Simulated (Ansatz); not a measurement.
A nudged elastic band was laid between two geometries of BrClH3InO2 (8 atoms, charge 0, multiplicity 1).

All numbers below come from Ansatz, RHF/def2-SVP.

- movable images: 5
- climbing image: yes
- spring: 5.0 eV/Å²
- optimiser: quadratic models (default)
- start path: through a guess of the saddle point
- force threshold: 0.03 eV/Å
- iteration limit: 60
- end points: relaxed

Initial state:

```xyz
8
Properties=species:S:1:pos:R:3
In -0.031 -0.316 -0.084
Cl 0.054 -0.839 2.226
O 1.639 -0.338 -1.115
H 2.455 -0.457 -0.654
O -1.783 -0.247 -0.969
H -2.561 -0.325 -0.440
Br 0.090 2.766 0.891
H 0.131 2.276 2.215
```

Final state:

```xyz
8
Properties=species:S:1:pos:R:3
In -0.005 0.659 -0.304
Cl 0.087 -0.018 2.653
O 1.692 -0.217 -0.797
H 1.692 -1.089 -1.160
O -1.788 -0.102 -0.666
H -1.877 -0.995 -0.959
Br 0.093 3.060 0.340
H 0.100 1.222 2.962
```

(1) What changes between the two ends?

(2) What energy profile does the band end with?

(3) What is the geometry of the highest image?

Answers

(1) Bonds broken: In1–Cl2, Br7–H8. Bonds formed: In1–Br7, Cl2–H8.

(2) It converged. The highest image is number 3 of 0 to 6, 0.67 eV above the first end and 0.82 eV above the last; the last end lies 0.15 eV below the first. Beside the main top the profile has a ripple of under 15 meV (maxima at images 1, 3, 5), which may be a very shallow well or noise. A structure lower than the last end lies on the path between it and the top, so the climb from that side starts below the end, which may itself be a saddle point or a shallow side well. A vibrational analysis at the climbing image gives one clearly imaginary mode, 1205i cm⁻¹: a first-order saddle point. The orbitals stay closed-shell, which can raise the energy where a bond breaks towards radicals; this wasn't checked here.

```csv
image,path coordinate (Å),energy (eV),In1–Cl2 (Å),Br7–H8 (Å),In1–Br7 (Å)
0,0.00,0.00,2.37,1.41,3.24
1,0.84,0.06,2.37,1.41,3.13
2,1.69,0.04,2.37,1.42,3.14
3,2.53,0.67,2.56,1.68,2.75
4,3.42,-0.16,2.94,2.66,2.52
5,4.30,-0.14,3.07,3.22,2.49
6,5.19,-0.15,3.04,3.20,2.49
```

(3) 
```xyz
8
Properties=species:S:1:pos:R:3:forces:R:3
In 0.103 0.105 -0.015 -0.01 -0.02 0.00
Cl -0.014 -0.076 2.531 0.00 0.03 -0.01
O 1.923 -0.266 -0.644 0.00 0.00 0.01
H 2.035 -0.712 -1.469 0.00 0.00 -0.01
O -1.565 -0.449 -0.889 0.01 0.00 -0.01
H -2.401 -0.256 -0.495 -0.01 0.01 0.01
Br -0.045 2.685 0.936 0.00 0.00 0.01
H -0.042 1.489 2.114 0.00 -0.02 -0.01
```

Time of the run: 4.6 min on 2 threads of Arm Neoverse V1, with other jobs on the host, peak memory 0.32 GiB.
